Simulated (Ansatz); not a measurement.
CHO2, doublet, geometry from GFN2-xTB, atoms displaced at random by about 0.05 Å a coordinate. Base run: PBE0/6-31G* (Ansatz, a first-principles code).

Input for Ansatz:
Ansatz 0.2 input:
```yaml
crystal:
  periodic: [false, false, false]
  atoms:
    - {symbol: O, position_ang: [-0.98888884, -0.35728658, 0.03213890]}
    - {symbol: C, position_ang: [0.04867839, 0.34882446, -0.03805703]}
    - {symbol: O, position_ang: [1.23329193, 0.22379125, 0.04187013]}
    - {symbol: H, position_ang: [-0.85104945, -1.37320802, -0.06881344]}
basis:
  gaussian:
    orbitals: 6-31G*
hamiltonian:
  xc: pbe0
magnetization: {spin_polarized: true, initial_magnetization: 1}
relax: {}
```

Each row names what was changed in the base input (with any setting that the change needs).

| change | ΔE vs base (kcal/mol) | optimiser steps | core-seconds (rough) |
|---|---|---|---|
| base | 0.000 | 7 | 20 |
| relax = f_tol: 0.05 | 0.000 | 5 | 10 |
| relax = f_tol: 0.0005 | 0.000 | 8 | 20 |
| relax = max_displacement: 0.02 | 0.000 | 9 | 20 |
| relax = escape_saddle: false | 0.000 | 7 | 10 |
| relax = max_displacement: 0.5 | 0.000 | 7 | 20 |
| relax = f_tol: 0.002 | 0.000 | 7 | 20 |
